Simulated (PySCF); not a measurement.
Si(F)(NHMe)(OH)2 (CH6FNO2Si), SMILES CN[Si](O)(O)F.

Geometry optimised at PBE0-D3(BJ)/def2-SVP. The structure was generated by enumeration, and PubChem lists no compound with its InChIKey, so it may never have been made. One conformer was computed; it need not be the lowest.

Two levels are set side by side: PBE/def2-TZVP (PySCF) and B3LYP/def2-TZVP (PySCF). Same geometry, gas phase. Differences are taken from unrounded values.

```csv
quantity,B3LYP
orbital gap (eV),7.19
highest occupied level (eV),-7.01
lowest empty level (eV),0.18
dipole moment (D),2.03
mean polarisability (bohr³),48.4
```

Task: What does PBE give, and how far is it from B3LYP? (An estimate is asked for; the answer gives what the named calculation found.)

Result: 
```
quantity                       PBE  PBE minus B3LYP
---------------------------  -----  ---------------
orbital gap (eV)              5.47            -1.72
highest occupied level (eV)  -5.80             1.21
lowest empty level (eV)      -0.33            -0.51
dipole moment (D)             1.98            -0.05
mean polarisability (bohr³)   50.6              2.2
```

Without exact exchange PBE keeps part of each electron's self-repulsion, which lifts occupied levels and narrows the gap. PBE's more diffuse valence density responds more strongly to a field. Differences between two approximate levels are no errors against the true value.

Rough cost on one machine, each run with all the roots and properties that it gave: B3LYP against PBE within a factor of 2.
